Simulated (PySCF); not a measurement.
# Ionising CsPb

UHF-CCSD(T); Cs def2-SVP with ECP46, Pb def2-SVP with ECP60; scalar-relativistic core potentials (PySCF 2.14). Neutral (UHF): quartet (σ ↑, π ↑↑), Re = 3.690 Å, ωe = 75.7 cm⁻¹, De = 1.16 eV.

CsPb⁺ (UHF): triplet (σ ↑, π ↑), Re = 4.410 Å, ωe = 33.4 cm⁻¹. The energies at the minima are -211.84399 hartree for CsPb and -211.67134 for CsPb⁺.

Question: Work out the adiabatic ionisation energy, without and with harmonic zero-point energies (1 hartree = 27.2114 eV, 1 eV = 8065.5 cm⁻¹), and the change of the bond length.

Answer: At UHF-CCSD(T): 0.17265 hartree = 4.698 eV between the minima; the zero-point term (33.4 − 75.7)/2 cm⁻¹ = -0.003 eV makes it 4.695 eV. Re changes by +72.0 pm against the neutral. The electron leaves a π orbital, and the ion is left as a loose complex of an ion and an atom.

Correlated steps freeze 4 core orbitals. Correlated levels converge slowly with the basis: in double zeta they bind strong bonds too weakly, by up to about 1 eV, and carry superposition errors of some tenths. Spin–orbit coupling is left out, which matters for elements this heavy, above all for dissociation energies. States were picked by a PBE0 search and need not be the measured ground states.
